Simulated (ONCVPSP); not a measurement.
# What one change does to a pseudopotential (Mn, ONCV)

```
Element                 : Mn
Generator               : ONCVPSP 4.0.1
Type                    : optimised norm-conserving Vanderbilt (ONCV)
Functional              : LDA (Perdew-Wang 92)
Relativity              : scalar-relativistic
Frozen core             : [Ne]
Valence charge          : 15
Reference configuration : 3s2 3p6 3d5 4s1 (charge +1)
Partial waves           : 3s+4s: rc 1.65 bohr, ncon 4, nbas 9, qcut 7.8 1/bohr, 2 projectors; 3p: rc 1.05 bohr, ncon 5, nbas 10, qcut 16.1 1/bohr, 2 projectors, debl 0.9 Ha; 3d: rc 1.75 bohr, ncon 4, nbas 9, qcut 8.6 1/bohr, 3 projectors, debl 2.4 Ha
Local potential         : polynomial inside 0.80 bohr (lpopt 3, dvloc0 3 Ha)
Core correction         : Teter function, fcfact 4.75, rcfact 1.8
```

In the p channel the program set the typed energies aside and used -2.308, 0.250 Ha.

All-electron outer shells of the reference configuration (LDA (PZ), scalar-relativistic, ld1.x):

```json
{"shell": "2p", "level (eV)": "-637.98", "outermost node (bohr)": "–", "outermost maximum (bohr)": "0.19"}
{"shell": "3s", "level (eV)": "-93.71", "outermost node (bohr)": "0.34", "outermost maximum (bohr)": "0.74"}
{"shell": "3p", "level (eV)": "-62.80", "outermost node (bohr)": "0.31", "outermost maximum (bohr)": "0.75"}
{"shell": "3d", "level (eV)": "-15.21", "outermost node (bohr)": "–", "outermost maximum (bohr)": "0.75"}
{"shell": "4s", "level (eV)": "-12.17", "outermost node (bohr)": "1.05", "outermost maximum (bohr)": "2.35"}
```

Change: d: qcut 6.7.

Cutoffs: the cutoffs (Ha) at which the residual kinetic energy of the hardest occupied pseudo-wave falls to 1 and 0.1 mHa per electron; they do not see the model core or the augmentation charge, which bear on the density cutoff. Errors are all-electron minus pseudo energies relative to the spin-unpolarised reference configuration.

Question: How do hardness, ghosts and transferability respond?

Answer: The potential gets neither clearly harder nor softer (72 Ha and 90 Ha → 72 Ha and 99 Ha); the p channel sets the loose cutoff, while the largest relative change is in d, which becomes harder; of the 4 tests that both files solve, the error grows in 4 and shrinks in 0 by more than 15 % and 0.3 meV (median size 41.5 → 70.9 meV); neither file shows a bound ghost.

| quantity | base | changed |
| --- | --- | --- |
| cutoff, loose | 72 Ha | 72 Ha |
| cutoff, tight | 90 Ha | 99 Ha |
| loose cutoff by channel | s 11 Ha, p 72 Ha, d 30 Ha | s 11 Ha, p 72 Ha, d 42 Ha |
| bound ghosts | none | none |
| GHOST(+) flags under 300 eV | none | none |
| error for 3s2 3p6 3d5 4s2, meV [ΔE -8.65 eV] | +2.0 | +2.7 |
| error for 3s2 3p6 3d5 4s0, meV [ΔE 15.87 eV] | +0.2 | +1.2 |
| error for 3s2 3p6 3d4 4s0, meV [ΔE 48.69 eV] | +81 | +139 |
| error for 3s2 3p6 3d3 4s0, meV [ΔE 99.73 eV] | +661 | +1059 |
| s: phases at 1.68 bohr within 0.05 rad from the reference energy up to (Ha; the scan ends near 5) | to the end of the scan | to the end of the scan |
| p: phases at 1.06 bohr within 0.05 rad from the reference energy up to (Ha; the scan ends near 5) | to the end of the scan | to the end of the scan |
| d: phases at 1.78 bohr within 0.05 rad from the reference energy up to (Ha; the scan ends near 5) | to the end of the scan | to the end of the scan |
| rms error of d²Exc/dni dnj with the model core, mHa | 3.33 | 3.56 |
